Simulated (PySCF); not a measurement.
## Os⁶³⁺: ionisation energy

Os⁶³⁺ [Ne] 3s2 3p1 (2P) → Os⁶⁴⁺ [Ne] 3s2 (1S), as a difference of total energies. Computed with PySCF 2.14 in an even-tempered Gaussian basis (17 s from 17 bohr⁻², ratio 2.5; 12 p from 23 bohr⁻², ratio 2.5; 4 d from 87 bohr⁻², ratio 2.7; 4 f from 130 bohr⁻², ratio 2.7), with scalar relativity by spin-free X2C-1e. Correlated levels: outer shells: 1s2 frozen; virtual orbitals above 40 to 60 times the deepest correlated orbital energy dropped. The calculations carry no spin-orbit coupling.

| method | ionisation energy (eV) |
| --- | --- |
| UHF | 6900.9 |
| LDA | 6902.4 |
| PBE | 6904.4 |
| PBE0 | 6903.8 |
| r2SCAN | 6903.6 |
| TPSS | 6904.5 |
| BLYP | 6905.6 |
| MP2 (outer shells) | 6901.6 |
| SCS-MP2 (outer shells) | 6901.4 |

A first-order spin-orbit estimate (lowest level to lowest level, LS coupling) adds 253.6 eV.

Breit and QED terms and the two-electron picture change are absent.

First order in ζ underestimates the shift of j = l − 1/2 levels at high Z.

For comparison: 7185 ± 19 eV (theoretical estimate listed by NIST; NIST Atomic Spectra Database, ionization energies).
